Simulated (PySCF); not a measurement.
Delta-SCF ions had no search for a lower state. Excitations are Tamm–Dancoff values on a coarser integration grid. The basis has no diffuse functions, so Rydberg states are missing or too high.

# H6GeSi, SMILES `[SiH3][GeH3]` (charge 0, multiplicity 1)

All values below come from PySCF 2.14.0 with PBE-D3(BJ)/def2-TZVP // B3LYP-D3(BJ)/def2-TZVP.

```json
{
 "HOMO": "-7.19 eV",
 "dipole_moment": "0.025 e·Å",
 "LUMO": "-0.49 eV",
 "HOMO–LUMO gap": "6.70 eV",
 "S1 excitation (TDA)": "7.25 eV",
 "S1 oscillator strength": "0.224",
 "brightest of the four lowest singlets (TDA)": "7.25 eV",
 "T1 excitation (TDA)": "6.30 eV",
 "S1–T1 gap (TDA)": "0.94 eV",
 "vertical ionisation energy (Delta-SCF)": "10.23 eV",
 "total_energy": "-2369.6184 Ha",
 "cost": "about 70 core-seconds (a rough figure)"
}
```

```xyz
8

Si    -1.2057    -0.0715     0.0259
Ge     1.1779     0.0698    -0.0253
H     -1.6259    -1.3233     0.6983
H     -1.7484    -0.0636    -1.3529
H     -1.7669     1.0821     0.7675
H      1.7597     0.0555     1.4004
H      1.7773    -1.1188    -0.7991
H      1.6320     1.3697    -0.7146
```
Charge 0, spin multiplicity 1.
